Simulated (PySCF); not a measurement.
**How methods differ on the interval between two levels of Ir⁺**

Ir⁺ [Xe] 4f14 5d7 6s1 [5F5, M_J = 5] → Ir⁺ [Xe] 4f14 5d6 6s2 [5D4, M_J = 4], as a difference of total energies. All numbers are calculated (PySCF 2.14, the two-component X2C-1e Hamiltonian, in x2c-TZVPall-2c with one added diffuse shell each of s, p, d type (12s12p11d2f, 117 functions)). Correlated levels: [Kr] 4d10 4f14 frozen; the 34 highest virtual spinors dropped. "Screened" scales the spin-orbit matrix elements by Boettger's factors to mimic the two-electron term; Breit and QED terms are absent.

| method | interval between two levels (cm⁻¹) | error (cm⁻¹) |
| --- | --- | --- |
| GHF (screened spin-orbit) | 20529 | +3319 |
| GMP2 (screened spin-orbit) | 17025 | -185 |

Reference: 17210 cm⁻¹ (measured; NIST Handbook of Basic Atomic Spectroscopic Data (Sansonetti and Martin, J. Phys. Chem. Ref. Data 34, 1559 (2005))).

Errors of the correlated levels include the incompleteness of this basis and the frozen core.

The labels give the starting determinants; with spin-orbit coupling the two ends relaxed to ⟨J²⟩ = 30.01, ⟨L²⟩ = 12.79, ⟨S²⟩ = 5.84 and ⟨J²⟩ = 20.04, ⟨L²⟩ = 6.91, ⟨S²⟩ = 5.71.
